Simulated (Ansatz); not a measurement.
C₂H₇NSSi (`C[SiH]1NCS1`) at its PBE0-D4/def2-TZVP geometry, where that method's forces vanish. Total charge 0; spin multiplicity 1.

```xyz
12

C    -1.2419   -1.5485    0.4198
Si   -0.5547    0.1746    0.4010
N     1.1523    0.3456    0.2505
C     1.2362    1.1907   -0.9283
S    -0.5315    1.2119   -1.4706
H    -2.3302   -1.5235    0.3123
H    -1.0160   -2.0375    1.3726
H    -0.8217   -2.1450   -0.3916
H    -1.1861    0.9200    1.5311
H     1.8756    0.4285    0.9447
H     1.5610    2.2138   -0.7173
H     1.8570    0.7693   -1.7243
```

(1) What forces (eV/Å) does PBE-D4/def2-TZVPP give on these atoms in Ansatz? (An estimate is asked.)

## Answers

(1) Computed: 
```
C1   0.010  0.011 -0.003
Si2 -0.213 -0.040  0.112
N3   0.105 -0.197  0.017
C4   0.099  0.052 -0.031
S5  -0.302  0.135 -0.338
H6  -0.209 -0.003 -0.015
H7   0.035 -0.099  0.181
H8   0.076 -0.118 -0.153
H9  -0.084  0.084  0.140
H10  0.267  0.022  0.253
H11  0.077  0.233  0.031
H12  0.139 -0.081 -0.194
```
